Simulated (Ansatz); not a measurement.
From Si(NH2)4 to Si(NH2)Cl3: predicting a member

Gas-phase molecules. On one Si centre, n of the NH2 ligands are replaced by Cl. The mean Si–N bond length (to NH2) y in Å at PBE0-D4/def2-TZVP. The shapes are optimised at that level. Flexible molecules stand in one conformer. Programs: Ansatz 0.2.0.

```
   molecule  n  y (Å)
   Si(NH2)4  0  1.717
 Si(NH2)3Cl  1  1.700
Si(NH2)2Cl2  2      ?
 Si(NH2)Cl3  3  1.683
```

Fit y = c + s·n to the known rows and predict Si(NH2)2Cl2.


1. Means of the 3 rows: n = 1.33333, y = 1.7000.
2. Σ(Δn)² = 4.6667, Σ(Δn·Δy) = -0.051, so the slope is -0.051/4.6667 = -0.010928.
3. Intercept: 1.7000 − (-0.010928) × 1.33333 = 1.7146. The largest residual of the fit is 0.0036.
4. Si(NH2)2Cl2: 1.7146 + (-0.010928) × 2 = 1.693 Å.

The run gave 1.689 Å, so the prediction is off by +0.004 Å, about the largest residual. The step per swap changes from -0.017 to -0.006 Å along the series, so a line misses the bend.
